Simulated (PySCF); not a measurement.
## Calculated properties of `CCO[SiH]([SiH3])[SiH3]`

Compound: C2H12OSi3.
Bonds: C1–C2, C2–O3, O3–Si4, Si4–Si5, Si4–Si6. Hydrogens: H7, H8, H9 on C1; H10, H11 on C2; H12 on Si4; H13, H14, H15 on Si5; H16, H17, H18 on Si6.

From GFN2-xTB geometry:

- Point group of the GFN2-xTB geometry: C1
- Rotational constants A, B, C of the GFN2-xTB geometry: 1.701, 1.202, 0.778 GHz

From B3LYP/def2-SVPD ground state and vertical TDDFT (core frozen in the response) (PySCF):

- Dipole moment: 1.26 D
- HOMO energy: -7.50 eV
- LUMO energy: -0.98 eV
- HOMO–LUMO gap: 6.52 eV
- Lowest singlet excitation: 5.59 eV (222 nm, f = 0.037)
- Strongest line among the 8 lowest singlet transitions: S2 at 5.96 eV (208 nm, f = 0.052)
- Lowest triplet excitation (Tamm–Dancoff): 5.02 eV
- Static isotropic polarisability: 118.2 au
- Electronic spatial extent ⟨r²⟩ about the centre of nuclear charge: 1588 bohr²

PBE0/pcSseg-1 ground state and GIAO shieldings, non-relativistic (PySCF):

* Lowest Hirshfeld atomic charge: -0.22 e on O3
* Highest Hirshfeld atomic charge: +0.25 e on Si4
* 13C chemical shifts (computed TMS as zero) by class: 65.5 (C2), 20.9 (C1) ppm
* 1H chemical shifts (computed TMS as zero) by class: 5.91 (H12), 3.68 (H10/H11), 3.48 (H13/H14/H15/H16/H17/H18), 1.25 (H7/H8/H9) ppm
* Isotropic shieldings of nuclei other than C and H, by class: 323 (O3), 362 (Si4), 471 (Si5/Si6) ppm
* Mayer bond orders between heavy atoms: C1–C2 1.07, C2–O3 0.89, O3–Si4 0.93, Si4–Si5 0.92, Si4–Si6 0.88

Monoisotopic mass from the formula: 136.0196 u.

No computed singlet falls in the visible range (750 to 380 nm, 1.65 to 3.26 eV); S1 lies 2.33 eV above its blue end. The largest Löwdin shares of the HOMO are 0.30 on O3, 0.20 on Si6, 0.19 on Si4 and 0.06 on Si5. In wavenumbers S1 is 45100 cm⁻¹ (1 eV = 8065.54 cm⁻¹). In atomic units the dipole is 0.50 e·bohr (1 au = 2.5417 D). With B = h/(8π²I), that is 505.379 GHz u Å² over I, the principal moments of inertia are 297.1, 420.3 and 649.6 u Å² (most abundant isotopes); the inertial defect Ic − Ia − Ib is -67.8 u Å² (zero for a rigid planar frame, negative otherwise). The polarisability is 17.51 Å³ as a volume (1 au = 0.148185 Å³), or 1.60 au for each of the 74 electrons. The rotational constants make it an asymmetric top with κ = (2B − A − C)/(A − C) = -0.08, midway between the prolate (−1) and oblate (+1) limits. A dipole of 1.26 D is allowed in C1, and pure rotational transitions are dipole-allowed.

One conformer (not necessarily the lowest) at the GFN2-xTB geometry, without solvent or vibrations. NMR classes are plain means over equivalent atoms (diastereotopic ones count apart unless rotation or inversion swaps them), as if these changed places fast; in this geometry the members of some classes differ.

The values belong to the conformer `[CH3:1][CH2:2][O:3][SiH:4]([SiH3:5])[SiH3:6]`: C1–C2–O3–Si4 -160°, C2–O3–Si4–Si5 179°.
